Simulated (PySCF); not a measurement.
## Spin-rotation constants: [C4H4F4PSi]+, charge +1

Geometry:
```
atom   x (Å)   y (Å)   z (Å)
  F1  -3.473   0.099   1.735
  C2  -2.835  -0.020   0.605
  F3  -3.545  -0.642  -0.310
  C4  -1.602   0.413   0.335
  F5  -0.879   1.042   1.289
  P6  -0.790   0.222  -1.298
  C7   1.050  -1.826  -0.393
  F8   1.609  -2.905  -0.079
  C9   0.676  -0.679  -0.623
Si10   2.367   0.595  -0.047
 H11  -0.166   1.483  -1.222
 H12   1.643   1.356   0.965
 H13   2.512   1.150  -1.392
 H14   3.432  -0.290   0.412
```

Total charge +1.

Theory: GIAO HF/pcSseg-0 magnetisability, rotational g tensor and spin-rotation constants, non-relativistic, gas phase in PySCF 2.14.0. Geometry: GFN2-xTB.

The bonding changed while the geometry was optimised; results refer to the coordinates, not to the name. For an ion the centre-of-mass motion in the field is neglected.

**Question.** Give the nuclear spin-rotation constants along the inertial axes (H = +C I·J) beside the isotropic shieldings.

**Answer.** Rotational constants 1.3842, 0.5120, 0.4637 GHz. A star marks the isotopologue with that one atom substituted, in its own axes.
```csv
atom,isotope,Caa (kHz),Cbb (kHz),Ccc (kHz),mean (kHz),σ (ppm)
F1,19F,1.375,0.557,0.540,0.824,278.5
F3,19F,1.422,0.424,0.412,0.753,307.6
F5,19F,0.531,0.140,0.095,0.255,417.8
P6,31P,1.688,0.660,0.525,0.958,464.1
F8,19F,1.282,0.413,0.698,0.798,276.6
H11,1H,-0.159,0.003,-0.058,-0.071,27.7
H12,1H,-0.074,-0.040,-0.039,-0.051,26.8
H13,1H,-0.156,-0.064,0.007,-0.071,27.3
H14,1H,-0.060,-0.054,-0.038,-0.051,27.6
C2,13C*,0.428,0.179,0.206,0.271,12.1
C4,13C*,0.397,0.137,0.158,0.231,60.4
C7,13C*,0.542,0.149,0.184,0.292,16.8
C9,13C*,0.223,0.062,0.047,0.111,172.0
Si10,29Si*,-0.783,-0.245,-0.309,-0.446,394.9
```
For the geometry as given, no vibrational averaging.
